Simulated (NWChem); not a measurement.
# SiHI, singlet; SMILES [SiH]I

Computed with NWChem. Low-valent species are run as closed-shell singlets; no triplet was tried in these runs. def2 effective core potentials on I; no spin-orbit coupling. Each level has its own optimisation; frequencies are unscaled.

For level Hartree-Fock/3-21G (all-electron, non-relativistic):

r I–Si (Å): 2.675
highest harmonic frequency (cm⁻¹): 2113
lowest (cm⁻¹): 282

Q: What are these values for level LDA (Slater exchange, VWN5)/def2-SVP (core potentials)?

A: The r I–Si (Å) is 2.465 and the highest harmonic frequency (cm⁻¹) comes out as 1955. The lowest (cm⁻¹) comes out as 355.
